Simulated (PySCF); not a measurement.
B2PLYP on Ge⁻ (germanium, charge -1), [Ar] 3d10 4s2 4p3, high-spin 4S determinant. Computed with PySCF 2.14 in def2-QZVPPD, with the non-relativistic Hamiltonian (point nucleus).

```
cycle= 1 E= -2076.5687513166  delta_E= -0.00536  |g|= 0.0706  |ddm|= 0.106
cycle= 2 E= -2076.56881345376  delta_E= -6.21e-05  |g|= 0.0649  |ddm|= 0.0437
cycle= 3 E= -2076.56923626385  delta_E= -0.000423  |g|= 0.0042  |ddm|= 0.0179
cycle= 4 E= -2076.56923968753  delta_E= -3.42e-06  |g|= 0.000604  |ddm|= 0.00413
cycle= 5 E= -2076.56923983596  delta_E= -1.48e-07  |g|= 6.24e-05  |ddm|= 0.00101
cycle= 6 E= -2076.56923983864  delta_E= -2.68e-09  |g|= 3.9e-06  |ddm|= 0.000165
cycle= 7 E= -2076.56923983864  delta_E= -1.36e-12  |g|= 4.38e-07  |ddm|= 8.59e-06
converged SCF energy = -2076.56923983864  <S^2> = 3.7507992  2S+1 = 4.0003996
```

Highest occupied orbital energy: 0.151 eV; ⟨L²⟩ = 0.00; populations by l: s 8.00, p 15.00, d 10.00, f 0.00.

Can this result be used?

With care. The calculation finished and met its thresholds. The log shows the SCF part alone; with the PT2 term the energy is -2076.593 hartree. At B2PLYP the highest occupied level has a positive energy, so only the finite basis holds that electron; in a semilocal or global hybrid functional this comes from self-interaction and does not mean that the real anion is unbound.
